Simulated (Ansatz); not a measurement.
```yaml
crystal:
  periodic: [false, false, false]
  atoms:
    - {symbol: C, position_ang: [-0.514080, 0.729747, -0.503020]}
    - {symbol: C, position_ang: [0.300418, -0.441928, -0.071783]}
    - {symbol: O, position_ang: [0.446104, 0.104589, 1.348737]}
    - {symbol: Br, position_ang: [-0.737676, -1.957617, 0.267361]}
    - {symbol: H, position_ang: [0.261420, 1.690713, -0.605898]}
    - {symbol: H, position_ang: [-1.477370, 0.923032, -0.136448]}
    - {symbol: H, position_ang: [-0.592163, 0.186851, -1.722075]}
    - {symbol: H, position_ang: [1.333842, -0.614638, -0.374277]}
    - {symbol: H, position_ang: [1.062758, -0.484405, 1.952138]}
basis:
  gaussian: {orbitals: pcseg-2}
hamiltonian: {xc: {name: wB97}}
accuracy: high
kpoints: {mp_grid: {grid: [2, 2, 2]}}
```

```sh
$ ansatz run in.yaml --threads 4 --pin off --events-out ev --progress --plain --max-ram 10444MiB
```

Shortened log:

```
Error: invalid value for `basis.gaussian`: such a run doesn't read kpoints; remove what it names
```

(1) What is wrong with this run?

## Answers

(1) The input holds a key that doesn't belong there. The program refused the input.
